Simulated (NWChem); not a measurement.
# C2H3BrF2; SMILES BrCC(F)F

```xyz
8

F     -1.2897     1.5590     0.0772
C     -0.0080     1.4137    -0.3021
F      0.6457     2.5628    -0.0141
C      0.6548     0.2989     0.4717
Br    -0.1085    -1.4185     0.0456
H      0.0220     1.2531    -1.3941
H      0.5266     0.4774     1.5474
H      1.7234     0.2622     0.2275
```
Atoms are numbered in this order, from 1.

Program: NWChem. Pople sets run with spherical d functions. Structure relaxed at the PBE0/def2-SVP level. Level: PBE/6-31G* with SMD (1 M gas to 1 M solution), gas-phase geometry.

Problem. Among these, which solvent gives the highest value of “cavity-dispersion-structure term (kcal/mol)”?
A. chlorobenzene
B. anisole
C. n-hexane
D. water

Solution. D, water. Values: n-hexane -2.0; chlorobenzene -1.8; anisole -1.4; water 2.3
